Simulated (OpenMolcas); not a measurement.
# Mo: effect of the basis set

```
Program             : OpenMolcas
Method              : MS-CASPT2, IPEA 0.25 Eh, imaginary shift 0.1 Eh (closed shells correlated: 4s 4p)
Active space        : 6 electrons in 6 orbitals (4d 5s)
State averaging     : 2S+1 = 7 even, 1 root; 2S+1 = 5 even, 23 roots kept (CI in the orbitals of an earlier block); 2S+1 = 3 even, 30 roots kept (CI in the orbitals of an earlier block); 2S+1 = 1 even, 1 root kept (CI in the orbitals of an earlier block, 0 in the spin-orbit step)
Spin-orbit coupling : state interaction with AMFI integrals over the reference wave functions, term energies averaged over their components
```

A. ANO-R1 [6s4p3d1f], X2C, finite nucleus; CASPT2 step of the order of 9 core-seconds
B. ANO-RCC-VDZP [6s5p3d1f], DKH2, point nucleus; CASPT2 step about 10 core-seconds
C. ANO-R2 [7s5p4d2f1g], X2C, finite nucleus; CASPT2 step about 13 core-seconds
D. ANO-RCC-VTZP [7s6p4d2f1g], DKH2, point nucleus; CASPT2 step of the order of 16 core-seconds
E. ANO-R3 [8s6p5d3f2g1h], X2C, finite nucleus; CASPT2 step roughly 40 core-seconds
F. ANO-RCC-VQZP [8s7p5d3f2g1h], DKH2, point nucleus; CASPT2 step of the order of 70 core-seconds

Energies in cm⁻¹ above 4d⁵ 5s ⁷S₃, the measured ground level; measured values from NIST Handbook of Basic Atomic Spectroscopic Data.

| Level | A | B | C | D | E | F | Measured |
| --- | --- | --- | --- | --- | --- | --- | --- |
| 4d⁵ 5s ⁷S₃ | 0.0 | 0.0 | 0.0 | 0.0 | 0.0 | 0.0 | 0.0 |
| 4d⁴ 5s² ⁵D₀ | 11860 | 11150 | 9810 | 9840 | 9630 | 9580 | 10966 |
| 4d⁴ 5s² ⁵D₁ | 11990 | 11280 | 9940 | 9970 | 9760 | 9720 |  |
| 4d⁴ 5s² ⁵D₂ [57 %] | 12250 | 11550 | 10210 | 10240 | 10050 | 9960 |  |
| 4d⁴ 5s² ⁵D₃ | 12640 | 11940 | 10610 | 10630 | 10420 | 10380 |  |
| 4d⁴ 5s² ⁵D₄ | 13150 | 12440 | 11120 | 11150 | 10940 | 10900 |  |
| 4d⁵ 5s ⁵S₂ [67 %] | 13260 | 12470 | 10880 | 10970 | 9970 | 10040 | 10768 |
| 4d⁵ 5s ⁵G₄ | 20740 | 20480 | 18720 | 18770 | 17880 | 17900 |  |
| 4d⁵ 5s ⁵G₅ | 20740 | 20480 | 18720 | 18770 | 17880 | 17900 |  |
| 4d⁵ 5s ⁵G₃ | 20740 | 20480 | 18720 | 18770 | 17880 | 17900 |  |
| 4d⁵ 5s ⁵G₂ | 20740 | 20480 | 18720 | 18770 | 17880 | 17900 | 16641 |
| 4d⁵ 5s ⁵G₆ | 20740 | 20480 | 18720 | 18770 | 17880 | 17900 |  |
| 4d⁵ 5s ⁵P₃ | 22400 | 21920 | 20520 | 20470 | 19780 | 19810 |  |
| 4d⁵ 5s ⁵P₂ | 22440 | 21970 | 20570 | 20520 | 19820 | 19860 |  |
| 4d⁵ 5s ⁵P₁ | 22550 | 22090 | 20730 | 20680 | 19990 | 20030 |  |
| 4d⁵ 5s ⁵D₀ | 25120 | 24440 | 22420 | 22410 | 21560 | 21550 |  |
| 4d⁵ 5s ⁵D₁ [75 %] | 25220 | 24550 | 22570 | 22560 | 21720 | 21720 |  |
| 4d⁵ 5s ⁵D₄ | 25220 | 24560 | 22520 | 22520 | 21660 | 21660 |  |
| 4d⁵ 5s ⁵D₂ [70 %] | 25350 | 24690 | 22750 | 22730 | 21910 | 21910 |  |
| 4d⁵ 5s ⁵D₃ [71 %] | 25400 | 24750 | 22810 | 22790 | 21960 | 21970 |  |
| 4d⁵ 5s ³P₁ [70 %] | 26650 | 25760 | 24130 | 24180 | 23290 | 23290 |  |
| 4d⁵ 5s ³P₂ [52 %] | 26760 | 25830 | 24250 | 24270 | 23420 | 23420 |  |
| 4d⁵ 5s ³P₀ | 26830 | 25990 | 24290 | 24370 | 23430 | 23440 |  |
| 4d⁵ 5s ³G₃ | 27050 | 26330 | 24240 | 24260 | 23210 | 23140 |  |

Deviations, from unrounded energies. A percentage is the sum of absolute deviations over the sum of measured energies, with the sign that they share, or ± where signs differ.

```
                        Against measurement  Levels      A      B      C      D      E      F
             mean absolute deviation (cm-1)       3   2500   1900   1100   1200   1100   1100
other terms of the ground configuration (%)       2  +24.0  +20.2   +8.0   +8.5   ±7.5   ±7.3
                   other configurations (%)       1   +8.1   +1.7  -10.6  -10.3  -12.2  -12.6
```

C, D, E, F lie about equally close to measurement and A furthest from it. The largest miss of C in the table is 4d⁵ 5s ⁵G₂, by +2100 cm-1. The ranking rests on the paired levels alone, and a cruder setting can come out closer through cancelling errors.

The two smallest mean deviations differ by little beside CASPT2's spread within terms, so their order carries little weight.

Among A to F the level of the table that moves most is 4d⁵ 5s ³G₃, by 3900 cm-1 (lowest in F, highest in A). Moves below CASPT2's spread within the term are not significant.

CASPT2 does not keep the components of a term degenerate, so their means are used; among the terms shown or strongly mixed into the levels shown the widest spread is 1000 cm-1 (4d⁵ 5s ³G, F). Some high roots are left out of the spin-orbit mixing, which shifts the levels that they would mix with. Terms from blocks run as CI alone lack orbitals of their own. Configurations are named by rounded mean occupations; where the s occupation lies near a half they are strongly mixed, a name can repeat and a true partner stay unpaired. A single d shell beside an s shell can misplace configurations of different d count against each other. The CASPT2 spread within a term exceeds the gap to the next term for 4d⁵ 5s ³G and 4d⁵ 5s ³P, so the order of their levels is uncertain (figures for A; the like holds for B, C, D, E, F). Some terms miss by over 15 % even with CASPT2, which points to a basis or an active space too small for the shells correlated (holds for A; B). Computed and measured levels are paired by configuration, term and J; levels that our copy of the source lacks, or whose pairing is in doubt (as where it misses far off the trend of its configuration), stay unpaired and out of the deviations. Levels of configurations outside the active space are missing. The table leaves out levels that lie high or whose names do not pair safely across all columns.

A share in square brackets marks a mixed level and gives the weight of the term that names it, the lowest over the columns.
